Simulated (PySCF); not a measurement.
# Zn⁺: excitation energy

Zn⁺ [Ar] 3d10 4s1 (2S) → Zn⁺ [Ar] 3d10 4p1 (2P), as a difference of total energies. Calculation: PySCF 2.14, in x2c-TZVPPall (6s5p4d2f1g, 64 functions); the spin-free X2C one-electron Hamiltonian (Gaussian nucleus). Correlated levels: valence: [Ar] frozen. The calculations carry no spin-orbit coupling.

```tsv
method	excitation energy (eV)
UHF	5.844
MP2 (valence)	6.198
SCS-MP2 (valence)	6.157
CCSD (valence)	6.125
CCSD(T) (valence)	6.134
```

Problem. How much does correlation contribute at CCSD(T) (valence)?

Solution. 6.134 − (5.844) = 0.290 eV, measured against UHF.

Errors of the correlated levels include the incompleteness of this basis and the frozen core.

The basis was made for the ground configuration and has no added diffuse functions, so the excitation energy can come out too high.

For comparison: 6.083 eV (measured; NIST levels, between the centres of gravity of the two terms).
